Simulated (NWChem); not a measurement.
System: MgNH2Br; SMILES [Br][Mg][NH2]

```xyz
5

Mg    -0.0014     1.1475     0.0000
Br     0.0003    -1.2069     0.0000
N      0.0023     3.0307     0.0000
H     -0.0046     3.6277    -0.8197
H     -0.0046     3.6277     0.8197
```
Atoms are numbered in this order, from 1.

Results from NWChem. Medium grid unless said otherwise, to which SCAN and Minnesota functionals are sensitive. Geometry: optimised at B3LYP/6-31G* (spherical d).

Among these, which level gives the highest value of “orbital gap (eV)”?
(A) M06-2X/def2-SVP
(B) LRC-wPBEh/def2-SVP
(C) N12/def2-SVP
(D) M06-L/def2-SVP

B, LRC-wPBEh/def2-SVP. Values: N12/def2-SVP 3.23; M06-L/def2-SVP 4.23; M06-2X/def2-SVP 7.17; LRC-wPBEh/def2-SVP 8.70
